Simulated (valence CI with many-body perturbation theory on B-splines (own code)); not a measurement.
**Re XLV: electric-dipole lines**

Calculated by valence CI with perturbative core correlation (CI+MBPT): three valence electrons over a frozen Dirac-Fock core [Ar] 3d10, a basis of 11 s, 11 p, 10 d, 8 f, 5 g, 2 h functions for each j, with the one-electron correlation potential Σ1 (screened to all orders), the two-electron term Σ2, the three-electron term Σ3, Breit, model QED; selected single and double excitations, second order for the rest, scaled by the run's own slope (own B-spline code, finite nucleus).

The last digits are not significant, and no measured levels were compared; by estimate large intervals hold to a few tenths of a per cent, small ones and those within an open d or f shell to about a per cent.

Lines 151 to 200 of 538 in falling wavelength, among levels below 6903.7 × 10³ cm⁻¹, chosen from the strongest by gf and those to the six lowest levels. Wavelengths and rates use the calculated energies. Electric multipoles are in the length gauge, E1 and E2 with the static RPA response of the core. Weak lines are less certain than strong ones. Lines between different terms over intervals too small for the method are left out, as are lines whose strength nearly cancels. Where a level lies close to another of its J and parity, the split of strength between their lines is uncertain. The highest levels of a list are the least certain.

Levels are named by their leading jj configuration (3d3/2^4 stands for four electrons in 3d with j = 3/2), which in mixed levels can hold well under half, so a name can repeat and another be missing. Letters in brackets count levels of one name in rising energy.

| λ vac (nm) | Upper | Lower | A (s⁻¹) | S (a.u.) with core polarisation | S without |
| --- | --- | --- | --- | --- | --- |
| 6.577 | (4s 4p3/2 4d5/2) J=5/2 [b] | (4s 4p3/2^2) J=3/2 | 7.15e+11 | 6.02e-01 | 6.36e-01 |
| 6.574 | (4p3/2 4d3/2 4d5/2) J=7/2 [a] | (4s 4p3/2 4f7/2) J=7/2 [a] | 7.12e+10 | 7.99e-02 | 8.43e-02 |
| 6.569 | (4p1/2 4p3/2 4f5/2) J=5/2 [b] | (4p1/2 4p3/2 4d3/2) J=3/2 [b] | 2.41e+11 | 2.02e-01 | 2.13e-01 |
| 6.568 | (4s 4d5/2^2) J=5/2 | (4s 4p3/2 4d5/2) J=5/2 [a] | 3.33e+11 | 2.79e-01 | 2.95e-01 |
| 6.558 | (4p1/2 4p3/2 4d5/2) J=5/2 [b] | (4p1/2 4p3/2^2) J=3/2 | 7.93e+11 | 6.62e-01 | 7.00e-01 |
| 6.550 | (4p1/2 4p3/2 4f5/2) J=3/2 [b] | (4p1/2 4p3/2 4d3/2) J=1/2 [b] | 1.44e+11 | 7.98e-02 | 8.41e-02 |
| 6.547 | (4p3/2 4d3/2 4d5/2) J=9/2 [b] | (4s 4d5/2^2) J=9/2 [a] | 7.63e+10 | 1.06e-01 | 1.12e-01 |
| 6.546 | (4s 4p1/2 4d5/2) J=5/2 [b] | (4s 4p1/2 4p3/2) J=5/2 | 1.29e+11 | 1.07e-01 | 1.13e-01 |
| 6.546 | (4s 4p3/2 4f7/2) J=5/2 [a] | (4s 4p3/2 4d3/2) J=3/2 [b] | 1.39e+11 | 1.15e-01 | 1.22e-01 |
| 6.545 | (4p1/2 4p3/2 4d5/2) J=5/2 [b] | (4p1/2 4p3/2^2) J=5/2 | 9.98e+10 | 8.28e-02 | 8.77e-02 |
| 6.544 | (4s 4d5/2^2) J=9/2 [b] | (4s 4p3/2 4d5/2) J=7/2 [a] | 4.84e+11 | 6.69e-01 | 7.05e-01 |
| 6.532 | (4s 4p1/2 4d5/2) J=3/2 | (4s 4p1/2 4p3/2) J=5/2 | 3.60e+10 | 1.98e-02 | 2.10e-02 |
| 6.517 | (4s 4d5/2^2) J=9/2 [a] | (4s 4p3/2 4d5/2) J=9/2 | 8.01e+10 | 1.09e-01 | 1.16e-01 |
| 6.515 | (4p3/2^2 4d5/2) J=5/2 [b] | (4p3/2^3) J=3/2 | 1.01e+12 | 8.25e-01 | 8.72e-01 |
| 6.510 | (4s 4d5/2 4f5/2) J=9/2 | (4s 4d3/2 4d5/2) J=9/2 | 1.26e+11 | 1.72e-01 | 1.81e-01 |
| 6.502 | (4s 4d5/2 4f7/2) J=11/2 [b] | (4s 4d5/2^2) J=9/2 [a] | 7.63e+10 | 1.24e-01 | 1.31e-01 |
| 6.499 | (4p1/2 4p3/2 4f5/2) J=7/2 [b] | (4p1/2 4p3/2 4d3/2) J=5/2 [b] | 4.09e+11 | 4.43e-01 | 4.68e-01 |
| 6.490 | (4s 4d5/2 4f7/2) J=3/2 | (4s 4p3/2 4f5/2) J=3/2 [a] | 1.45e+11 | 7.83e-02 | 8.27e-02 |
| 6.485 | (4p3/2^2 4d5/2) J=7/2 | (4s 4p3/2 4d5/2) J=5/2 [b] | 8.37e+11 | 9.01e-01 | 9.52e-01 |
| 6.483 | (4s 4d5/2 4f7/2) J=5/2 | (4s 4p3/2 4f7/2) J=7/2 [a] | 1.58e+11 | 1.27e-01 | 1.35e-01 |
| 6.479 | (4s 4p1/2 4p3/2) J=3/2 [a] | (4s^2 4p1/2) J=1/2 | 3.25e+09 | 1.74e-03 | 1.85e-03 |
| 6.472 | (4s 4d5/2 4f5/2) J=3/2 [b] | (4s 4d3/2 4d5/2) J=5/2 [b] | 1.26e+11 | 6.74e-02 | 7.11e-02 |
| 6.471 | (4p1/2 4d3/2 4d5/2) J=9/2 | (4s 4p1/2 4f5/2) J=7/2 | 1.05e+11 | 1.40e-01 | 1.48e-01 |
| 6.458 | (4s 4d3/2 4d5/2) J=5/2 [b] | (4s 4p3/2 4d3/2) J=5/2 [a] | 8.02e+10 | 6.40e-02 | 6.78e-02 |
| 6.446 | (4s 4d3/2 4f7/2) J=7/2 [a] | (4s 4d3/2^2) J=5/2 | 7.52e+10 | 7.96e-02 | 8.38e-02 |
| 6.441 | (4s 4d3/2 4d5/2) J=5/2 [b] | (4s 4p3/2 4d3/2) J=3/2 [a] | 1.40e+11 | 1.11e-01 | 1.17e-01 |
| 6.429 | (4p3/2 4d3/2 4d5/2) J=7/2 [b] | (4s 4p3/2 4f5/2) J=5/2 [a] | 1.66e+11 | 1.74e-01 | 1.84e-01 |
| 6.402 | (4s 4d5/2 4f5/2) J=1/2 [a] | (4s 4d3/2 4d5/2) J=3/2 [b] | 2.89e+11 | 7.48e-02 | 7.89e-02 |
| 6.401 | (4p3/2 4d3/2 4d5/2) J=7/2 [a] | (4s 4d3/2 4d5/2) J=5/2 [b] | 8.79e+10 | 9.11e-02 | 9.61e-02 |
| 6.401 | (4s 4d5/2^2) J=9/2 [a] | (4s^2 4f7/2) J=7/2 | 3.65e+11 | 4.72e-01 | 4.98e-01 |
| 6.397 | (4s 4d5/2 4f7/2) J=11/2 [b] | (4s 4p3/2 4f7/2) J=11/2 | 1.42e+11 | 2.20e-01 | 2.33e-01 |
| 6.394 | (4p3/2 4d3/2 4d5/2) J=9/2 [a] | (4s 4p3/2 4f5/2) J=7/2 [a] | 2.79e+11 | 3.59e-01 | 3.80e-01 |
| 6.390 | (4s 4d5/2 4f5/2) J=5/2 [a] | (4s 4d3/2 4d5/2) J=5/2 [a] | 1.17e+11 | 9.03e-02 | 9.52e-02 |
| 6.385 | (4p1/2 4p3/2 4f5/2) J=9/2 | (4p1/2 4p3/2 4d3/2) J=7/2 | 4.73e+11 | 6.08e-01 | 6.41e-01 |
| 6.381 | (4s 4d3/2 4f5/2) J=1/2 | (4s 4d3/2^2) J=1/2 | 2.73e+11 | 6.99e-02 | 7.37e-02 |
| 6.379 | (4s 4d5/2 4f7/2) J=7/2 [b] | (4s 4p3/2 4f7/2) J=7/2 [a] | 6.72e+10 | 6.89e-02 | 7.29e-02 |
| 6.366 | (4s 4p3/2 4f5/2) J=7/2 [a] | (4s 4p3/2 4d3/2) J=5/2 [a] | 1.22e+11 | 1.24e-01 | 1.31e-01 |
| 6.341 | (4s 4p3/2 4f7/2) J=9/2 [a] | (4s 4p3/2 4d3/2) J=7/2 | 6.40e+10 | 8.05e-02 | 8.50e-02 |
| 6.340 | (4s 4d3/2 4f5/2) J=5/2 [b] | (4s 4d3/2^2) J=5/2 | 1.82e+11 | 1.37e-01 | 1.45e-01 |
| 6.330 | (4p3/2^2 4d3/2) J=3/2 [b] | (4s 4p3/2 4d5/2) J=1/2 | 1.52e+11 | 7.59e-02 | 8.02e-02 |
| 6.329 | (4s 4d5/2 4f7/2) J=7/2 [a] | (4s 4d3/2 4d5/2) J=7/2 [b] | 1.19e+11 | 1.19e-01 | 1.26e-01 |
| 6.319 | (4p1/2 4p3/2 4d5/2) J=7/2 [a] | (4s 4p1/2 4d5/2) J=5/2 [b] | 6.40e+10 | 6.38e-02 | 6.75e-02 |
| 6.314 | (4s 4p3/2 4d5/2) J=7/2 [b] | (4s 4p3/2^2) J=5/2 | 9.10e+11 | 9.04e-01 | 9.56e-01 |
| 6.312 | (4s 4d5/2 4f5/2) J=3/2 [a] | (4s 4d3/2 4d5/2) J=3/2 [a] | 2.04e+11 | 1.01e-01 | 1.07e-01 |
| 6.311 | (4s 4p3/2 4f7/2) J=7/2 [c] | (4s 4p3/2 4d5/2) J=7/2 [a] | 1.58e+11 | 1.56e-01 | 1.66e-01 |
| 6.301 | (4s 4d5/2 4f5/2) J=7/2 [a] | (4s 4d3/2 4d5/2) J=7/2 [a] | 1.46e+11 | 1.44e-01 | 1.51e-01 |
| 6.296 | (4s 4d5/2 4f7/2) J=7/2 [b] | (4s 4p3/2 4f7/2) J=9/2 [a] | 7.07e+10 | 6.96e-02 | 7.38e-02 |
| 6.291 | (4s 4p3/2 4f7/2) J=7/2 [a] | (4s 4p3/2 4d3/2) J=5/2 [a] | 8.33e+10 | 8.19e-02 | 8.65e-02 |
| 6.286 | (4p3/2^2 4d5/2) J=1/2 | (4s 4p3/2 4d5/2) J=3/2 [b] | 5.81e+11 | 1.43e-01 | 1.51e-01 |
| 6.276 | (4s 4p3/2 4f5/2) J=5/2 [a] | (4s 4p3/2 4d3/2) J=5/2 [a] | 1.81e+11 | 1.33e-01 | 1.40e-01 |
